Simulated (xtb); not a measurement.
HCl$_{3}$Ge (SMILES [Cl][GeH]([Cl])[Cl]), singlet, geometry from GFN2-xTB, atoms displaced at random by about 0.02 Å a coordinate. Base run: xtb with GFN2-xTB.

Input for xtb:
```
$ xtb mol.xyz --gfn 2 --opt --json

# file mol.xyz
5

Ge    -0.06136791    -0.00062079     0.40172404
Cl    -0.18107848     1.96575510    -0.30743873
Cl     1.87110016    -0.80373138    -0.18161770
Cl    -1.59081117    -1.18989356    -0.41785404
H     -0.20776687    -0.01654921     1.92261581
```

Each row names what was changed in the base input (with any setting that the change needs).

| change | ΔE vs base (kcal/mol) | optimiser steps |
|---|---|---|
| base | 0.000 | 8 |
| opt level = loose | 0.005 | 5 |
| opt level = crude | 0.010 | 4 |
| opt level = lax | 0.005 | 5 |
| opt level = extreme | 0.000 | 12 |
| alpb = ether | -4.93 | 5 |
| engine = inertial | 0.005 | - |
| opt level = tight | 0.000 | 10 |
| opt level = sloppy | 0.005 | 5 |
| opt level = vtight | 0.000 | 12 |
